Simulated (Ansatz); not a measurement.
System: InBr₂ (charge +1, singlet). It need not be the lowest isomer of its formula. 
Coordinates optimised at B3LYP-D3(BJ)/def2-TZVP (Ansatz, a program for electronic structure):
```
In
Br 1 2.3685
Br 1 2.3685 2 180.00
```
Charge +1, spin multiplicity 1.

Basis-set convergence of Hartree-Fock and CCSD(T) correlation energies (hartree) with Ansatz. Correlated levels leave the core frozen unless marked. Spin-orbit coupling is left out. The frozen core is the preceding noble-gas configuration, with the filled d and f shells of earlier blocks. Past Kr the def2 sets carry scalar-relativistic core potentials.

```tsv
basis	functions	E(HF)	E(corr, CCSD(T))
def2-SVPD	114	-5333.24955	-0.31386
def2-TZVPPD	170	[?]	[?]
```

Problem. Some entries are withheld; supply them.

Solution. 
- def2-TZVPPD, E(HF): -5333.88922
- def2-TZVPPD, E(corr, CCSD(T)): -0.40263
